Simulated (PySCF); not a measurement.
Choosing a molecule for a target property.

Each SMILES stands for a single optimised conformer of the isolated species, non-relativistic unless stated; the electronic structure was computed with PySCF and density fitting.

The conformers computed, where there is a choice (atom-mapped SMILES and torsion angles):
- `[F:1][CH2:2][CH2:3][CH2:4][Br:5]`: F1–C2–C3–C4 -60°, C2–C3–C4–Br5 179°
- `[CH3:1][O:2][SiH2:3][NH2:4]`: C1–O2–Si3–N4 175°, H–N4–Si3–O2 75°, H–N4–Si3–O2 -68°
- `[GeH3:1][O:2][c:3]1[cH:4][cH:5][cH:6][cH:7][n:8]1`: Ge1–O2–C3–C4 180°
- `[CH3:1][CH2:2][P:3]([C:4]([F:5])([F:6])[F:7])[C:8]([F:9])([F:10])[F:11]`: C1–C2–P3–C4 -75°, C2–P3–C4–F5 -158°, C2–P3–C8–F9 174°

(1) Wanted: lowest singlet excitation above 6.8 eV (TDDFT PBE0/def2-SVPD) and HOMO energy below -7.3 eV (PBE0/def2-SVPD), at PBE0-D3(BJ)/def2-SVP geometries. Which candidate meets both?
A. `[GeH3][O]c1ccccn1`
B. `O(C)[SiH2]N`
C. `C#[C][GaH][CH3]`
D. `CCP(C(F)(F)F)C(F)(F)F`
E. `C(CCF)Br`

(2) Wanted: lowest triplet excitation (Tamm–Dancoff) below 5 eV (TDA PBE0/def2-SVPD) and vertical ionisation energy below 9 eV (ΔSCF PBE0/def2-SVPD), at PBE0-D3(BJ)/def2-SVP geometries. Which candidate meets both?
A. `N[SiH2]OC`
B. `FCCCBr`
C. `[GeH3][O]C1=CC=CC=N1`
D. `C#[C][GaH][CH3]`

(3) Wanted: static isotropic polarisability above 100 au (PBE0/def2-SVPD) and electronic spatial extent ⟨r²⟩ about the centre of nuclear charge above 800 bohr² (PBE0/def2-SVPD), at PBE0-D3(BJ)/def2-SVP geometries. Which candidate meets both?
A. `C#[C][GaH][CH3]`
B. `c1cc2ccsc2cn1`
C. `FC(P(CC)C(F)(F)F)(F)F`
D. `FCCCBr`
E. `[GeH3][O]c1ccccn1`
F. `CO[SiH2]N`

Results:

(1) B. Computed values:
| species | lowest singlet excitation | HOMO energy |
| --- | --- | --- |
| C#[C][GaH][CH3] | 4.59 eV | -7.72 eV |
| [GeH3][O]c1ccccn1 | 5.07 eV | -6.84 eV |
| C(CCF)Br | 6.17 eV | -7.99 eV |
| CCP(C(F)(F)F)C(F)(F)F | 6.76 eV | -8.26 eV |
| O(C)[SiH2]N | 6.90 eV | -7.85 eV |

(2) C. Computed values:
```csv
species,lowest triplet excitation (Tamm–Dancoff),vertical ionisation energy
[GeH3][O]C1=CC=CC=N1,3.89 eV,8.63 eV
C#[C][GaH][CH3],4.31 eV,9.71 eV
FCCCBr,5.51 eV,10.37 eV
N[SiH2]OC,6.50 eV,9.89 eV
```

(3) B. Computed values:
```
              species  static isotropic polarisability  electronic spatial extent ⟨r²⟩ about the centre of nuclear charge
            CO[SiH2]N                          52.9 au                                                          477 bohr²
               FCCCBr                          61.4 au                                                         1053 bohr²
      C#[C][GaH][CH3]                          63.3 au                                                          537 bohr²
FC(P(CC)C(F)(F)F)(F)F                          79.2 au                                                         1795 bohr²
    [GeH3][O]c1ccccn1                          98.6 au                                                         1581 bohr²
        c1cc2ccsc2cn1                         103.4 au                                                         1180 bohr²
```
